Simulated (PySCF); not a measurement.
Geometry (Å), atoms numbered from 1 in this order:
```xyz
21

C    -0.7729    1.4995   -0.2666
C    -1.5012    0.2326   -0.0423
C    -2.8314    0.1842    0.1632
C    -3.3952   -1.1090    0.3848
O    -2.7169   -2.1261    0.3846
Si   -0.5839   -1.4371   -0.0173
O     0.9766   -0.9900   -0.2589
Si    2.4422   -0.5902   -0.7996
Si    3.2967    0.9914    0.6367
H    -0.0784    1.6595    0.5583
H    -1.4409    2.3567   -0.3455
H    -0.1661    1.4186   -1.1672
H    -3.4760    1.0523    0.1724
H    -4.4783   -1.1778    0.5630
H    -0.4768   -1.9797    1.3306
H    -0.8779   -2.2200   -1.2117
H     3.2059   -1.8428   -0.8718
H     2.2745   -0.1110   -2.1827
H     3.3462    0.5886    2.0481
H     4.6745    1.3439    0.2738
H     2.5702    2.2734    0.6476
```

- structure optimised with GFN2-xTB
- GIAO PBE0/pcSseg-1 shieldings
- program: PySCF 2.14.0 with density-fitted response routines
- one averaged value for each set of equivalent atoms, in vacuum, a single conformation, relativity neglected

**Question.** Predict the 2D correlation tables (HSQC, COSY, HMBC).

**Answer.** 

HSQC (one-bond C–H):
```
                δH          δC
        9.21 (H14)  194.9 (C4)
        6.96 (H13)  138.8 (C3)
2.69 (H10/H11/H12)   28.7 (C1)
```

COSY cross peaks (H two or three bonds apart, from the bond graph; peaks can be absent where the dihedral angle is near 90°):
```
            δH                  δH
    9.21 (H14)          6.96 (H13)
5.81 (H17/H18)  3.42 (H19/H20/H21)
```

HMBC (two and three bonds, from the bond graph):
```
                δH                                 δC
        9.21 (H14)             205.7 (C2), 138.8 (C3)
        6.96 (H13)  205.7 (C2), 194.9 (C4), 28.7 (C1)
    5.11 (H15/H16)  205.7 (C2), 138.8 (C3), 28.7 (C1)
2.69 (H10/H11/H12)             205.7 (C2), 138.8 (C3)
```

δ = σ(ref) − σ, references computed at the same level: TMS for ¹H, ¹³C.

Short H···H contacts in this conformer between protons four or more bonds apart (candidates for NOE cross peaks, intensity ∝ r⁻⁶): H11···H13 2.47 Å, H10···H21 2.72 Å.

Shifts are as computed. Against solution values, carbons near 30 ppm lie about +3 ppm off and those near 130 ppm about +5 ppm. Of 1309 compounds with measured shifts, 239 miss one by over three times the rms of a fit or turn the order of signals round; such compounds aren't used in these exercises.
